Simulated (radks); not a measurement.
Species: Tm7+. Configuration: [Kr] 4d9 4f9 5s2 5p6 (not the ground configuration). Method: scalar-relativistic Kohn-Sham, LDA (Slater exchange, Perdew-Wang correlation), spin-polarised, spherical densities, finite nucleus; open shells are filled with parallel spins first (spin-orbit coupling, left out, can overturn this in heavy ions); Fermi nuclear charge, rms radius 5.2256 fm; computed with a radial shooting solver on a logarithmic mesh with Libxc functionals.

Normalised radial functions P(r) = r R(r), r in bohr:

r,4f up
0.002842,0.0000
0.003731,0.0000
0.004897,0.0000
0.006479,0.0000
0.008505,0.0000
0.01116,0.0001
0.01465,0.0002
0.01923,0.0006
0.02525,0.0017
0.03314,0.0043
0.04349,0.0108
0.05709,0.0258
0.07494,0.0585
0.09836,0.1246
0.1291,0.2454
0.1695,0.4401
0.2224,0.7075
0.292,1.0016
0.3832,1.2263
0.5071,1.2778
0.6656,1.1212
0.8736,0.8234
1.147,0.4947
1.505,0.2326
1.976,0.0794
2.593,0.0175
3.404,0.0022

4f up: eigenvalue -136.32 eV, 0 radial nodes, <r> = 0.629 bohr, 90 % of the charge inside 1.01 bohr.
